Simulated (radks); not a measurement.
Values are calculated unless marked as measured or tabulated.
Xe+, 53 electrons, occupied as [Kr] 4d10 5s2 5p5.

Level of theory: Dirac Kohn-Sham, exchange-only B88, spin-unpolarised, spherical densities, finite nucleus; open shells fill j = l - 1/2 first; Fermi nuclear charge, rms radius 4.7859 fm (a radial shooting solver on a logarithmic mesh with Libxc functionals).

Energy parts (eV):
total: -202657.565
kinetic: 215365.643
electron-nucleus: -492379.873
Hartree: 79386.337
exchange: -5029.671

Orbitals (lengths in bohr, moments of r in powers of bohr; r(max) is where P^2 peaks; r(90%) holds 90 % of the orbital's charge):
orbital,occ.,eigenvalue (eV),r(max),r(90%),<r^4>,small-component weight
1s1/2,2,-34358.02,0.01715,0.0480,2.434e-06,3.96e-02
2s1/2,2,-5352.722,0.09710,0.177,0.0004111,8.50e-03
2p1/2,2,-5030.054,0.07437,0.158,0.0002616,8.53e-03
2p3/2,4,-4705.274,0.07926,0.166,0.0003163,8.09e-03
3s1/2,2,-1101.527,0.2792,0.450,0.01750,2.53e-03
3p1/2,2,-967.3405,0.2656,0.445,0.01660,2.48e-03
3p3/2,4,-905.6685,0.2764,0.462,0.01920,2.35e-03
3d3/2,4,-669.3462,0.2241,0.438,0.01543,2.24e-03
3d5/2,6,-656.3099,0.2272,0.443,0.01616,2.20e-03
4s1/2,2,-205.7792,0.6613,1.03,0.4947,7.39e-04
4p1/2,2,-158.2762,0.6769,1.09,0.6093,6.76e-04
4p3/2,4,-145.9525,0.7012,1.13,0.7063,6.37e-04
4d3/2,4,-69.1208,0.7434,1.32,1.326,4.94e-04
4d5/2,6,-67.1320,0.7519,1.34,1.396,4.84e-04
5s1/2,2,-27.9129,1.613,2.66,21.59,1.37e-04
5p1/2,2,-16.8692,1.822,3.17,43.72,9.95e-05
5p3/2,3,-15.4990,1.901,3.32,52.54,9.11e-05

The highest occupied level is 5p3/2 at -15.499 eV. For comparison, the ionisation energy in NIST's Atomic Spectra Database is 20.975 eV (semi-empirical). In exact Kohn-Sham theory the highest level is minus the ionisation energy, but local and semilocal functionals leave it too shallow, through self-interaction and a potential that decays too fast; potentials with the right tail come closer. Summed over all electrons, <r^2> = 51.22 bohr^2, which gives a Langevin (diamagnetic) susceptibility term of -40.6 x 10^-6 cm^3/mol. The electron density at the nucleus is 2.717e+05 e/bohr^3. The density falls to 0.001 e/bohr^3 at r = 4.14 bohr.

Beside tabulated values, note that spin-unpolarised runs miss the spin-polarisation part of the exchange energy of open shells.
